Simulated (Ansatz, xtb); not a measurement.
Relative energy of two structures of GeH4MgSi

Structure I is a singlet given by its coordinates and structure II is a singlet given by its coordinates. Both are isolated molecules in the gas phase, relaxed with r2SCAN-D4/def2-SVP.

I (Å):

```json
{"atom": "Ge", "x (Å)": "-1.4002", "y (Å)": "1.2447", "z (Å)": "-0.9642"}
{"atom": "Mg", "x (Å)": "-2.0921", "y (Å)": "-0.8930", "z (Å)": "0.5095"}
{"atom": "Si", "x (Å)": "-0.7293", "y (Å)": "1.5481", "z (Å)": "1.2029"}
{"atom": "H", "x (Å)": "-2.6735", "y (Å)": "-2.4353", "z (Å)": "0.9198"}
{"atom": "H", "x (Å)": "0.1963", "y (Å)": "0.7287", "z (Å)": "2.0655"}
{"atom": "H", "x (Å)": "-1.1675", "y (Å)": "2.7235", "z (Å)": "2.0180"}
{"atom": "H", "x (Å)": "-0.6026", "y (Å)": "-0.2042", "z (Å)": "-0.8472"}
```

Close contacts (Å): Ge1–Mg2 2.69, Ge1–Si3 2.29, Mg2–Si3 2.88, Ge1–H7 1.66, Mg2–H4 1.70, Mg2–H7 2.13, Si3–H5 1.51, Si3–H6 1.50.

II (Å):

```xyz
7

Ge   -0.2336    1.5228   -0.1874
Mg   -2.6221    1.8203   -1.0403
Si   -1.1985    0.0138    1.5089
H    -1.7664    0.7641    2.6778
H    -0.0401   -0.7801    2.0466
H    -2.2364   -1.0039    1.1252
H    -0.4021    0.3624   -1.2948
```

Close contacts (Å): Ge1–Mg2 2.55, Ge1–Si3 2.47, Ge1–H7 1.61, Si3–H4 1.50, Si3–H5 1.50, Si3–H6 1.50.

Energies in hartree; the thermal terms are from r2SCAN-D4/def2-SVP harmonic frequencies (ideal gas, rigid rotor, one conformer each, 298.15 K, 1 atm) and include the zero-point energy:

```
                                I            II
E, CCSD(T)/def2-TZVP  −2566.817119  −2566.830217
   zero-point energy      0.028289      0.031078
        H(298 K) − E      0.035740      0.038517
        G(298 K) − E     −0.002410     −0.000357
```

**Question.** Work out ΔE, ΔE₀, ΔH and ΔG for I → II in kcal/mol (1 Eh = 627.51 kcal/mol) and the equilibrium ratio [II]/[I].

**Answer.** 1. ΔE = −2566.830217 − (−2566.817119) = −0.013098 Eh = −8.22 kcal/mol.
2. ΔE₀ = ΔE + ΔZPE = −0.013098 + (+0.002789) Eh = −6.47 kcal/mol.
3. ΔH = ΔE + (+0.002777) Eh = −6.48 kcal/mol.
4. ΔG = ΔE + (+0.002053) Eh = −6.93 kcal/mol, so ΔS = (ΔH − ΔG)/T = +6.4 J/(mol K).
5. kT = 0.9442 mEh, so K = [II]/[I] = exp(−ΔG/kT) = exp(+11.70) ≈ 1.2 × 10^5.

Structure II is favoured at this temperature. An error of 1 kcal/mol in ΔG would change K by a factor of 5.4. Mirror images and further conformers aren't counted.

Other levels gave ΔE = −5.3 (r2SCAN-D4/def2-SVP); −8.2 (HF/def2-TZVP); −7.8 (MP2/def2-TZVP) kcal/mol. The correlated steps freeze 15 core orbitals; the filled d shell of Ge is correlated; the last core shell of Mg is correlated, in a basis made for valence electrons. Programs: Ansatz 0.2.0.
